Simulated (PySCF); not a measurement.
# Structure revision by computed shifts

A compound C5H13NOSi gives the data below (simulated from a calculation) and was assigned the structure `C/C=C/[Si@H](NC)OC`.

13C{1H} NMR (computed): δ 140.1 (CH), 140.0 (CH), 61.4 (CH2), 26.0 (CH2), 17.2 (CH3).

1H NMR (300 MHz, computed): δ 6.17 (m, 1H), 5.93 (m, 1H), 4.99 (s, 2H), 4.86 (d, 2H), 2.12 (m, 2H), 0.93 (t, 3H), 0.23 (br s, 2H).

Theory: geometry: GFN2-xTB, GIAO PBE0/pcSseg-1 shieldings, in PySCF 2.14 (equivalent nuclei averaged, isolated molecule, relativity neglected, single conformer).

References, each an isolated molecule treated in the same way: 1H and 13C vs TMS.

(1) Compare with the shifts computed for the proposed structure, pairing carbons in order of shift.

(2) Which isomer fits?

Answers

(1) Atom-mapped SMILES (the numbers label the heavy atoms): `[CH3:1]/[CH:2]=[CH:3]/[Si@H:4]([NH:5][CH3:6])[O:7][CH3:8]` (H(Xn): hydrogen on atom n).

```csv
atom,computed for proposal,given list,difference
C2,153.0,140.1,+12.9
C3,131.2,140.0,-8.8
C8,53.0,61.4,-8.4
C6,28.4,26.0,+2.4
C1,26.4,17.2,+9.2
```

The rms difference is 9.0 ppm and the largest +12.9 ppm at C2 (alkene CH). The carbon types in order of shift don't match either: CH, CH, CH3, CH3, CH3 for the proposal against CH, CH, CH2, CH2, CH3 in the data. The proposal doesn't fit.

(2) `CC/C=C\CO[SiH2]N`.

- Carbon types of the structure: 2 × CH, 2 × CH2, 1 × CH3, leaving 4 H on heteroatoms.
- δC 140.1, 140.0: alkene CH; the olefinic region.
- δC 61.4: allylic sp3 CH2 bonded to O; deshielded by the electronegative neighbour.
- δC 26.0: allylic sp3 CH2; a saturated carbon with 2 carbon neighbours and no heteroatom attached.
- δH 0.23: hydrogen on a nitrogen bonded to Si; exchangeable, gas-phase position.

Other isomers checked: CC(C)[C@@H]([SiH3])C(N)=O (rms 48.3 ppm).

The shifts were computed for this structure.

OH and NH positions are those of a molecule without intermolecular hydrogen bonds; in solution they move with solvent, concentration and temperature, and exchange usually removes their couplings. Shifts are as computed. Against solution values, carbons near 30 ppm lie about +3 ppm off and those near 130 ppm about +5 ppm. Of 1211 compounds with measured shifts, 218 miss one by over three times the rms of a fit or turn the order of signals round; such compounds aren't used in these exercises. Multiplicities follow the n + 1 count of equivalent neighbours, as no J values were calculated; m marks all less simple cases, F and P coupling included.
